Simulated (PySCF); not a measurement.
C5H7BO2.
Cartesian coordinates in Å at the PBE0-D3(BJ)/def2-SVP level; atoms count from 1:
```xyz
15
C5H7BO2 angstrom
C     -0.652    2.215    1.415
C     -0.666    1.210    0.735
C     -0.788    0.035   -0.072
C     -2.199   -0.297   -0.475
C      0.273   -0.719   -0.444
B      1.783   -0.501   -0.104
O      2.734   -1.382   -0.550
O      2.203    0.556    0.635
H     -0.603    3.101    2.020
H     -2.234   -1.208   -1.088
H     -2.643    0.534   -1.046
H     -2.832   -0.442    0.415
H      0.015   -1.591   -1.061
H      2.367   -2.104   -1.067
H      3.160    0.535    0.747
```

Linear response at B3LYP/def2-SVPD (PySCF, frozen core in the response, non-relativistic). One conformer (not necessarily the lowest) at the PBE0-D3(BJ)/def2-SVP geometry, without solvent, vibrations or thermal averaging.

Static isotropic polarisability: 85.92 au (12.73 Å³), principal values 54.2, 88.1, 115.4 au.

(1) What is the polarisability at 1064 nm and at the sodium D line?

(2) What is the isotropic C6 coefficient between two such molecules, C6 = (3/π)∫α(iω)² dω?

(3) Which effective excitation energy ω̄ makes London's formula C6 = (3/4)α²ω̄ exact here?

(4) What does −C6/R⁶ come to at R = 12 Å between centres?

(5) What n − 1 at the D line would an ideal gas of it have at 273.15 K and 1 atm (2.6868 × 10¹⁹ cm⁻³), by n − 1 = 2π·N·α′?

(6) How many electrons N does the Slater–Kirkwood formula C6 = (3/4)·√N·α^(3/2) need to give this C6?

## Answers

(1) 87.15 au at 1064 nm (+1.4 %), 90.26 au at 589.3 nm (+5.1 %). The rise at 589.3 nm is 3.53 times that at 1064 nm; a pure ω² law gives 3.26. The lowest singlet lies at 264 nm, shorter than both wavelengths.

(2) 2705 au (Eh·bohr⁶) by a ten-point quadrature over imaginary frequencies, which is 1620 eV·Å⁶ or 156 J·nm⁶/mol.

(3) ω̄ = 4·C6/(3α²) = 0.489 Eh = 13.3 eV. A one-pole form α(ω) = α/(1 − ω²/ω̄²) fitted to the 1064 nm value gives 9.8 eV. London's choice of the ionisation energy (8.90 eV, ΔSCF at the same level) gives C6 = 1810 au, 33 % too low.

(4) -52 J/mol. This is the leading, orientation-averaged term; C8 and higher terms are left out.

(5) 22.58 × 10⁻⁴, a formal value whether or not that pressure can be reached.

(6) N = (4·C6/3)²/α³ = 20.5; the species has 58 electrons in all.
